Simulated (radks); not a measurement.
Spin polarisation of the 4f13 shell in Yb3+. Start: [Xe] 4f(up 6.5, down 6.5); electrons of 4f are moved from spin down to spin up, other shells keep equal spins. All-electron calculation, scalar-relativistic Kohn-Sham, PBE, spin-polarised, spherical densities, finite nucleus; Fermi nuclear charge, rms radius of each element as measured or else 0.836 A^(1/3) + 0.57 fm. Program: a radial shooting solver on a logarithmic mesh with Libxc functionals.

| moment (Bohr magnetons) | E - E(0) (eV) | e(4f up) (eV) | e(4f down) (eV) | 5p down minus up (eV) | 5s down minus up (eV) | 4d down minus up (eV) |
|---|---|---|---|---|---|---|
| 0 | 0.000 | -35.997 | -35.997 | 0.000 | 0.000 | 0.000 |
| 0.25 | -0.013 | -36.099 | -35.893 | 0.075 | 0.105 | 0.229 |
| 0.5 | -0.051 | -36.200 | -35.788 | 0.150 | 0.210 | 0.458 |
| 0.75 | -0.116 | -36.299 | -35.682 | 0.225 | 0.316 | 0.687 |
| 1 | -0.206 | -36.396 | -35.573 | 0.299 | 0.421 | 0.916 |

At moment 1 the spin-polarisation energy is -0.206 eV and the 4f exchange splitting 0.823 eV, that is 0.823 eV per Bohr magneton; E = -I m^2/4 would give I = 0.823 eV.
